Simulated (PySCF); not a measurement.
CH4AlClOSe, SMILES C[O][Al]([Cl])[SeH].

The structure is a stationary point at ωB97X-D3(BJ)/def2-SVP. The structure was generated by enumeration; whether it is a known compound was not checked. One conformer was computed; it need not be the lowest.

All values below come from PBE/def2-TZVP (PySCF).

Symmetry labels are those of the subgroup Cs that the program uses (full group Cs).

Computed valence orbital energies around the gap with their symmetry:
```tsv
orbital	symmetry	energy (eV)
HOMO−7	A'	-9.97
HOMO−6	A'	-9.85
HOMO−5	A'	-8.29
HOMO−4	A"	-8.18
HOMO−3	A'	-7.64
HOMO−2	A'	-7.04
HOMO−1	A"	-7.03
HOMO	A"	-6.36
LUMO	A'	-1.55
LUMO+1	A"	-1.11
LUMO+2	A'	-0.87
LUMO+3	A'	0.56
```
